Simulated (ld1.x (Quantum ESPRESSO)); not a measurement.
## revPBE TM dataset for tungsten, scalar-relativistic all-electron reference.

```
Element                 : W
Generator               : ld1.x (Quantum ESPRESSO) 7.5
Type                    : norm-conserving Troullier–Martins (Kleinman–Bylander form)
Functional              : revPBE
Relativity              : scalar-relativistic
Frozen core             : [Xe] 4f14
Valence charge          : 6
Reference configuration : 5d4 6s2 6p0
Partial waves           : 6s (bound): rc 2.65 bohr; 6p (bound, empty): rc 3.40 bohr; 5d (bound): rc 2.10 bohr
Local potential         : all-electron potential smoothed inside 2.64 bohr (lloc = -1)
Core correction         : Bessel-smoothed model core, default radius (core density twice the valence density)
```

Poles of the logarithmic derivatives, all-electron (AE) and pseudo (PS). s: poles at 0.2, 4.3 (AE) and 0.1, 0.7, 4.4 (PS) Ry. p: poles at 1.1 (AE) and 0.9, 2.3 (PS) Ry. d: poles at -0.2, 2.7 (AE) and -0.2, 2.8 (PS) Ry. Test radius 3.68 bohr.

* Cutoffs needed: 30 Ry and 35 Ry (the cutoffs (Ry, on a coarse ladder) from which the occupation-weighted sum of valence levels, in a spherical-Bessel basis at the reference potential, stays within 10 and 1 mRy of its value at 400 Ry)
* Ghost test: no extra level below or beside the all-electron valence levels (s, p, d, f tested) (spherical-Bessel basis up to 400 Ry, 20 bohr box)
* Largest excitation error: -640 meV (all-electron minus pseudo) for 5d2 6s0 6p0, out of 7 test configurations
